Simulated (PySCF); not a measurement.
A geometry optimisation on `C[NH][GeH2][SH]`.

Computed with PBE0-D3(BJ)/def2-SVP geometry optimisation, gas phase (PySCF 2.14.0). Start geometry: GFN2-xTB. The command runs a driver script over a list of jobs; the input below is this job's line of settings and its coordinates in Å.

Command:
```bash
OMP_NUM_THREADS=1 python probes_run.py task.json out
```

Input:
```
{"job": {"xc": "PBE0", "basis": "def2-SVP", "d3": "d3bj", "grid": 1, "shake": 0.01, "kind": "geom"}, "charge": 0, "multiplicity": 1}
C     -1.529830    -0.394660     0.271960
N     -0.612010     0.402350    -0.520310
Ge     1.044130     0.772190     0.072180
S      2.371280    -0.999810     0.513600
H     -1.441380    -0.095330     1.304330
H     -2.573070    -0.132290    -0.048420
H     -1.386300    -1.452680     0.185100
H     -0.681810     0.202180    -1.507860
H      1.677670     1.647000    -0.965690
H      0.897250     1.492100     1.396590
H      2.272200    -1.466880    -0.717140
```

Output:
```
step   0  E = -2571.31903421  max force = 0.031010
step   1  E = -2571.32234461  max force = 0.008168
step   2  E = -2571.32278308  max force = 0.002527
step   3  E = -2571.32283172  max force = 0.000545
step   4  E = -2571.32286885  max force = 0.001398
step   5  E = -2571.32289507  max force = 0.001760
step   6  E = -2571.32291486  max force = 0.001048
step   7  E = -2571.32291870  max force = 0.000320
optimisation converged
```

Energies in Eh; «max force» is the largest Cartesian gradient component in Eh/bohr.

**Question.** How much energy does the optimisation release, in kJ/mol?

**Answer.** E(step 0) − E(last step) = 0.003884 Eh, which is 10.2 kJ/mol.

Summary of the converged run: final energy -2571.32292 Eh after 7 steps; dipole 1.87 D.

**Question.** Give the final coordinates.

**Answer.** 0.107 Å rms from the input after alignment:
```
atom  x, y, z in Å
C1    -1.4687   -0.4491    0.3870
N2    -0.6082    0.3884   -0.4191
Ge3    1.1122    0.7027    0.0999
S4     2.3342   -1.1498    0.4394
H5    -1.4332   -0.1175    1.4376
H6    -2.5169   -0.3545    0.0602
H7    -1.2033   -1.5246    0.3785
H8    -0.7119    0.2146   -1.4146
H9     1.7546    1.5671   -0.9967
H10    1.0855    1.3611    1.4865
H11    2.3963   -1.4810   -0.8688
```

**Question.** How long does this job take on Arm Neoverse V2, one thread, no GPU, shared host with 96 logical CPUs at a one-minute load of 33? And the peak memory of the process?

**Answer.** About 37 s, with 0.48 GiB resident at the peak, the Python interpreter and its libraries included.
Labels such as C1 count atoms from 1, the log's own numbers from 0.
